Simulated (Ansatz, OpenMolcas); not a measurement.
## Ansatz → OpenMolcas

This Ansatz 0.2.0 job computes C2H4AlFO (SMILES C=C[O][AlH][F]):

run.yaml:
```yaml
crystal:
  periodic: [false, false, false]
  atoms:
    - {symbol: C, position_ang: [-1.562000, -0.360100, 1.103900]}
    - {symbol: C, position_ang: [-0.728000, -0.312900, 0.075500]}
    - {symbol: O, position_ang: [0.490300, 0.256500, 0.139600]}
    - {symbol: Al, position_ang: [1.800800, 0.519300, -0.884800]}
    - {symbol: F, position_ang: [3.087600, 1.301600, -0.235000]}
    - {symbol: H, position_ang: [-1.297700, 0.065300, 2.064100]}
    - {symbol: H, position_ang: [-2.527700, -0.832200, 0.988500]}
    - {symbol: H, position_ang: [-0.999000, -0.743100, -0.888800]}
    - {symbol: H, position_ang: [1.824300, 0.059200, -2.380300]}
basis:
  gaussian:
    orbitals: def2-SVP
hamiltonian:
  xc: {name: BHLYP}
accuracy: high
output:
  orbitals: {seedname: orbitals}
```

```bash
$ ansatz run run.yaml --threads 1 --pin off --max-ram 3480MiB --events-out events.jsonl --progress --plain --runs-dir runs
```

The coordinates come from a PBE0-D4/def2-TZVP relaxation. This is one conformer, not always the lowest.

It gives a total energy of -495.813609 Eh.

Question: How is this level of theory, on these atoms, set up in OpenMolcas 26.06 as an input file of the program's own, asking for the gradient?

Answer: For example:

test.input:
```
* C2H4AlFO Kohn-Sham DFT
>>> EXPORT MOLCAS_PRINT=2
&GATEWAY
BASLIB
$CurrDir
COORD
9
angstrom
C       -1.562000      -0.360100       1.103900
C       -0.728000      -0.312900       0.075500
O        0.490300       0.256500       0.139600
Al       1.800800       0.519300      -0.884800
F        3.087600       1.301600      -0.235000
H       -1.297700       0.065300       2.064100
H       -2.527700      -0.832200       0.988500
H       -0.999000      -0.743100      -0.888800
H        1.824300       0.059200      -2.380300
BASIS
def2-SVP
GROUP
NoSym
&SEWARD
GRIDINPUT
Grid=UltraFine
End of Grid
&SCF
KSDFT
HYB_GGA_XC_BHANDHLYP
THRESHOLDS
1e-10 1e-07 1e-07 1e-05
PRORBITALS
1 2
&ALASKA
```

```bash
$ export MOLCAS_MEM=1860
$ pymolcas test.input > test.log
```

(Basis files named in the input come from the Basis Set Exchange and aren't shown.)

Its energy is -495.813609 Eh, the same as the first but for the last digit, at most.
